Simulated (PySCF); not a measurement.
Relaxation of triplet AuS₂⁻

Level of theory: PySCF, UPBE0, basis Au def2-SVPD with ECP60, S def2-SVPD (scalar-relativistic core potentials, no spin–orbit coupling, density fitting). A (50,194) grid was used.

A hand-made bent start, of C2v symmetry, held to at least that symmetry:

```xyz
3
charge -1 multiplicity 3, angstrom
Au    0.0000    0.0000   -0.3022
S     1.7612    0.0000    0.9310
S    -1.7612    0.0000    0.9310
```

Optimiser trace:
```json
{"step": "0", "E − E(last) (kJ/mol)": "149.48", "largest gradient (Eh/bohr)": "0.04482"}
{"step": "1", "E − E(last) (kJ/mol)": "105.93", "largest gradient (Eh/bohr)": "0.01743"}
{"step": "2", "E − E(last) (kJ/mol)": "70.25", "largest gradient (Eh/bohr)": "0.03388"}
{"step": "3", "E − E(last) (kJ/mol)": "52.52", "largest gradient (Eh/bohr)": "0.03197"}
{"step": "4", "E − E(last) (kJ/mol)": "37.92", "largest gradient (Eh/bohr)": "0.02648"}
{"step": "5", "E − E(last) (kJ/mol)": "5.76", "largest gradient (Eh/bohr)": "0.00927"}
{"step": "6", "E − E(last) (kJ/mol)": "0.85", "largest gradient (Eh/bohr)": "0.00701"}
{"step": "7", "E − E(last) (kJ/mol)": "0.04", "largest gradient (Eh/bohr)": "0.00130"}
{"step": "8", "E − E(last) (kJ/mol)": "0.00", "largest gradient (Eh/bohr)": "0.00008"}
{"step": "9", "E − E(last) (kJ/mol)": "0.00", "largest gradient (Eh/bohr)": "0.00001"}
```

It ends at D∞h with Au–S 2.215 Å (×2); S–Au–S 180.0° (after a last refinement on a finer grid). A frequency run shows a minimum. Other isomers or separated fragments may lie lower.

Final geometry:
Z-matrix (Å, degrees; charge -1 multiplicity 3):
```
Au
S  1 2.2147
S  1 2.2147 2 180.00
```

With open d or f shells other occupations or spin states may lie lower. Spin–orbit coupling, left out here, can matter for elements this heavy.

The relaxation took roughly 70 core-seconds on a shared host.
